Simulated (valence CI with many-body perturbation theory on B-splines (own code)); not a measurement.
**Questions on Si8+**

Level of theory: relativistic CI+MBPT: four valence electrons over a frozen Dirac-Fock core [He], a basis of 11 s, 11 p, 9 d, 7 f, 5 g, 2 h, 1 i functions for each j, with the one-electron correlation potential Σ1 (screened to all orders), the two-electron term Σ2, the three-electron term Σ3, Breit, model QED; selected single and double excitations, second order for the rest, scaled by the run's own slope (own B-spline code, finite nucleus).

No measured spectrum was set against this ion. As an estimate, levels of excited configurations hold to 0.05 to 0.15 % of their energy, terms of the ground configuration to about 0.5 %.

Rates and lifetimes use the calculated energies. Strong lines usually hold to 10 to 20 %, long lifetimes can be off by a factor of two.

(1) What is the ground level?

(2) Where does the other parity begin?

(3) Among levels below 1953300 cm⁻¹, which E1 lines absorb most strongly from the ground level?

(4) What are the static dipole polarisabilities of the lowest levels?

(5) How well does LS coupling describe the low levels?

(6) How is the term ³P of the ground level split?

(7) What is the ionisation energy?

Results:

(1) 2s²2p² ³P_0, composition 98 % 2s²2p² ³P.

(2) At 2s2p³ ⁵S°_2, 150140 cm⁻¹.

(3) to 2s²2p3d ³D°_1 at 5.531 nm, f = 1.04; to 2s2p²3p ³D°_1 at 5.279 nm, f = 0.170; to 2s2p³ ³S°_1 at 22.36 nm, f = 0.0906.

(4) 2s²2p² ³P_0 0.128; 2s²2p² ³P_1 0.128 (tensor 0.0046); 2s²2p² ³P_2 0.128 (tensor -0.0090); 2s²2p² ¹D_2 0.115 (tensor 0.028) bohr³, of which the core gives 0.000257.

(5) Among the lowest 20 levels the leading LS term, summed over configurations, holds 100 % on average. For single configurations the figures are 98 % in LS and 69 % in jj coupling. Terms hardly mix: every one of these levels is at least 95 % one term.

(6) J = 0 at 0, J = 1 at 2540, J = 2 at 6407 cm⁻¹.

(7) 351.2 eV; NIST lists 351.28 ± 0.06 eV (semi-empirical).
